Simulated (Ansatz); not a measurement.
`O=C=NBF` + H₂ → `BN=C=O` + H–F at 400 K and 1 bar (hydrogenolysis of a B–F bond).

Gas-phase electronic energies from Ansatz, PBE0-D4/def2-TZVP geometries. CCSD(T)/CBS is the MP2 limit (def2-TZVPP, def2-QZVPP) plus CCSD(T) − MP2 in def2-TZVPP, frozen cores. This one scheme is used for every species. One conformer a species, not always the lowest.

```tsv
species	CCSD(T)/CBS energy (Eh)	H − E (kJ/mol)	S (J/(mol·K))
`O=C=NBF`	-293.20193	100.2	323.0
H₂	-1.17544	38.0	139.0
`BN=C=O`	-193.93341	111.1	304.0
H–F	-100.39570	36.5	182.2
```

H − E and S are ideal-gas, rigid-rotor, harmonic terms from PBE0-D4/def2-TZVP, for one conformer and one mirror image of each species. The MP2-based limit puts H₂ 0.8 mEh under its directly extrapolated value; such offsets cancel only in part. 1 Eh = 2625.50 kJ/mol, R = 8.31446 J/(mol·K).

By hand: ΔE, ΔH, ΔS and ΔG.

ΔE = (-193.93341) + (-100.39570) − (-293.20193) − (-1.17544) = 0.04826 Eh = 126.7 kJ/mol. Δ(H − E) = 111.1 + 36.5 − 100.2 − 38.0 = 9.4, so ΔH = 136.1 kJ/mol. ΔS = 304.0 + 182.2 − 323.0 − 139.0 = 24.2 J/(mol·K). ΔG = 136.1 − 400 × (24.2)/1000 = 126.4 kJ/mol.

By hand: the equilibrium constant, and the temperature at which ΔG would vanish if ΔH and ΔS stayed fixed.

log₁₀ K = −ΔG/(RT ln 10) = -16.5. ΔG = 0 at ΔH/ΔS = 5624 K, far beyond where these terms or the molecules hold.

ΔH outweighs TΔS. A doubt of 5 kJ/mol in ΔE shifts log₁₀ K by 0.7 here. Other conformers and mirror images would add mixing entropy, several J/(mol·K) or more a flexible species. These are equilibria of isolated gas molecules and say nothing of rates. Largest T1 diagnostic: 0.017 (customary marks: 0.02 for closed shells, 0.045 for open ones).
